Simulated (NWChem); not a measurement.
NH$_{3}$SeS; SMILES [Se](N)S

```xyz
6

Se     0.4351    -0.4542    -0.0077
N     -1.1966    -1.3596    -0.0130
H     -1.2840    -1.9421     0.8149
H     -1.2925    -1.9184    -0.8562
S     -0.2169     1.6838    -0.0552
H     -0.3709     1.8810     1.2758
```
Atoms are numbered in this order, from 1.

Program: NWChem. Medium grid unless said otherwise, to which SCAN and Minnesota functionals are sensitive. The geometry was optimised at B3LYP/6-31G* (spherical d). B3LYP is NWChem's, with the RPA form of VWN correlation.

Q: Order these by “highest occupied level (eV)”, lowest first: PBE/def2-TZVP; MN15-L/def2-TZVP; PBE0/def2-TZVP; M06-2X/def2-TZVP.

A: M06-2X/def2-TZVP (-8.04), PBE0/def2-TZVP (-6.87), MN15-L/def2-TZVP (-6.06), PBE/def2-TZVP (-5.67)
